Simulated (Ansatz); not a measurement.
`Cl[SiH](Cl)[GeH3]` + H₂ → `Cl[SiH2]Cl` + GeH₄ at 500 K and 1 bar (hydrogenolysis of the Si–Ge bond).

Isolated molecules relaxed with PBE0-D4/def2-TZVP in Ansatz; ΔE leaves out vibrations. CCSD(T)/CBS is the MP2 limit (def2-TZVPP, def2-QZVPP) plus CCSD(T) − MP2 in def2-TZVPP, frozen cores. This one scheme is used for every species. For Ge outer-core shells are correlated without core-valence functions, which leaves a few kJ/mol of doubt a bond. Scalar relativity is left out up to krypton.

```csv
species,CCSD(T)/CBS energy (Eh),H − E (kJ/mol),S (J/(mol·K))
`Cl[SiH](Cl)[GeH3]`,-3287.25008,139.5,430.0
H₂,-1.17544,41.0,145.5
`Cl[SiH2]Cl`,-1209.93203,81.5,323.4
GeH₄,-2078.49493,99.4,244.6
```

H − E and S are ideal-gas, rigid-rotor, harmonic terms from PBE0-D4/def2-TZVP. The MP2-based limit puts H₂ 0.8 mEh under its directly extrapolated value; such offsets cancel only in part. 1 Eh = 2625.50 kJ/mol, R = 8.31446 J/(mol·K).

Q: By hand: ΔE, ΔH, ΔS and ΔG.

A: ΔE = (-1209.93203) + (-2078.49493) − (-3287.25008) − (-1.17544) = -0.00144 Eh = -3.8 kJ/mol. Δ(H − E) = 81.5 + 99.4 − 139.5 − 41.0 = 0.4, so ΔH = -3.4 kJ/mol. ΔS = 323.4 + 244.6 − 430.0 − 145.5 = -7.5 J/(mol·K). ΔG = -3.4 − 500 × (-7.5)/1000 = 0.4 kJ/mol.

Q: By hand: the equilibrium constant, and the temperature at which ΔG would vanish if ΔH and ΔS stayed fixed.

A: log₁₀ K = −ΔG/(RT ln 10) = 0.0. ΔG = 0 at ΔH/ΔS = 453 K, though so small a ΔH makes that figure unsure.

TΔS isn't small against ΔH here. The sign of ΔG lies within the doubt. A doubt of 5 kJ/mol in ΔE shifts log₁₀ K by 0.5 here. These are equilibria of isolated gas molecules and say nothing of rates. Largest T1 diagnostic: 0.012 (customary marks: 0.02 for closed shells, 0.045 for open ones).
